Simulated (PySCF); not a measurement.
Bonding in `C#C[C@@H](C)[Si@@H](O[SiH3])[SiH2]P`

C₄H₁₃OPSi₃.
SMILES with atom numbers: `[CH:1]#[C:2][C@@H:3]([CH3:4])[Si@@H:5]([O:6][SiH3:7])[SiH2:8][PH2:9]` (hydrogens: H10 on C1; H11 on C3; H12, H13, H14 on C4; H15 on Si5; H16, H17, H18 on Si7; H19, H20 on Si8; H21, H22 on P9)

Cartesian coordinates in Å at the GFN2-xTB level; atoms count from 1:
```xyz
22
C4H13OPSi3 angstrom
C     -1.8934    2.6075    0.9499
C     -1.5811    1.4534    0.8774
C     -1.1788    0.0725    0.7467
C     -1.7560   -0.5259   -0.5403
Si     0.7462   -0.0673    0.7961
O      1.1242   -1.6463    0.8646
Si     1.0855   -3.2287    0.5099
Si     1.7110    0.7984   -1.1263
P      1.1248    2.8981   -1.6517
H     -2.1840    3.6123    1.0287
H     -1.5915   -0.4777    1.6013
H     -1.4292   -1.5584   -0.6536
H     -1.4253    0.0425   -1.4092
H     -2.8453   -0.5073   -0.5187
H      1.1995    0.4341    2.1015
H     -0.1606   -3.7696    1.0530
H      1.1227   -3.3535   -0.9469
H      2.2672   -3.7746    1.1659
H      3.1815    0.8463   -1.0618
H      1.4119    0.0367   -2.3537
H      1.2920    3.4000   -0.3743
H     -0.2315    2.7268   -1.4600
```

Bond orders from the PBE0/pcSseg-1 density (PySCF). One conformer (not necessarily the lowest) at the GFN2-xTB geometry, without solvent, vibrations or thermal averaging.

Problem. Where do the orders between heavy atoms depart from those drawn in the SMILES?

Solution. The largest departure is 0.485, at C1–C2 (drawn triple, 2.515). Drawn single, order below 0.88: C3–Si5 (0.810) and Si5–Si8 (0.866). Drawn double or triple, more than 0.30 short of the drawn order: C1–C2 (2.515).

Problem. Set the Mayer orders of the bonds beside their lengths.

Solution. 
```json
{"bond": "C1–C2", "drawn as": "triple", "length (Å)": "1.198", "Mayer order": "2.515"}
{"bond": "C2–C3", "drawn as": "single", "length (Å)": "1.444", "Mayer order": "0.998"}
{"bond": "C3–C4", "drawn as": "single", "length (Å)": "1.532", "Mayer order": "1.030"}
{"bond": "C3–Si5", "drawn as": "single", "length (Å)": "1.931", "Mayer order": "0.810"}
{"bond": "Si5–O6", "drawn as": "single", "length (Å)": "1.625", "Mayer order": "0.897"}
{"bond": "O6–Si7", "drawn as": "single", "length (Å)": "1.622", "Mayer order": "0.917"}
{"bond": "Si5–Si8", "drawn as": "single", "length (Å)": "2.319", "Mayer order": "0.866"}
{"bond": "Si8–P9", "drawn as": "single", "length (Å)": "2.242", "Mayer order": "0.981"}
{"bond": "C1–H10", "drawn as": "single", "length (Å)": "1.049", "Mayer order": "1.152"}
{"bond": "C3–H11", "drawn as": "single", "length (Å)": "1.097", "Mayer order": "0.910"}
{"bond": "C4–H12", "drawn as": "single", "length (Å)": "1.089", "Mayer order": "0.955"}
{"bond": "C4–H13", "drawn as": "single", "length (Å)": "1.090", "Mayer order": "0.958"}
{"bond": "C4–H14", "drawn as": "single", "length (Å)": "1.090", "Mayer order": "0.963"}
{"bond": "Si5–H15", "drawn as": "single", "length (Å)": "1.470", "Mayer order": "0.922"}
{"bond": "Si7–H16", "drawn as": "single", "length (Å)": "1.463", "Mayer order": "0.927"}
{"bond": "Si7–H17", "drawn as": "single", "length (Å)": "1.463", "Mayer order": "0.926"}
{"bond": "Si7–H18", "drawn as": "single", "length (Å)": "1.458", "Mayer order": "0.936"}
{"bond": "Si8–H19", "drawn as": "single", "length (Å)": "1.473", "Mayer order": "0.933"}
{"bond": "Si8–H20", "drawn as": "single", "length (Å)": "1.475", "Mayer order": "0.928"}
{"bond": "P9–H21", "drawn as": "single", "length (Å)": "1.383", "Mayer order": "0.932"}
{"bond": "P9–H22", "drawn as": "single", "length (Å)": "1.380", "Mayer order": "0.923"}
```

Bonds between the same two heavy elements. C–C: lowest C2–C3 (0.998, 1.444 Å), highest C1–C2 (2.515, 1.198 Å); in 1 of the 3 pairs the longer bond (by over 0.003 Å) has the higher order (by 0.02 or more). O–Si: lowest Si5–O6 (0.897, 1.625 Å), highest O6–Si7 (0.917, 1.622 Å).

Problem. Sum the orders of all bonds at each heavy atom with more than one neighbour and set the sums beside the valence in the SMILES.

Solution. C1 3.667 (drawn 4), C2 3.513 (drawn 4), C3 3.748 (drawn 4), C4 3.906 (drawn 4), Si5 3.495 (drawn 4), O6 1.814 (drawn 2), Si7 3.706 (drawn 4), Si8 3.708 (drawn 4), P9 2.836 (drawn 3). Orders between atoms that aren't bonded are not in these sums.

For a closed shell the Mayer order of atoms A and B is Σ (PS)μν (PS)νμ over the basis functions μ on A and ν on B, with P the density and S the overlap matrix.
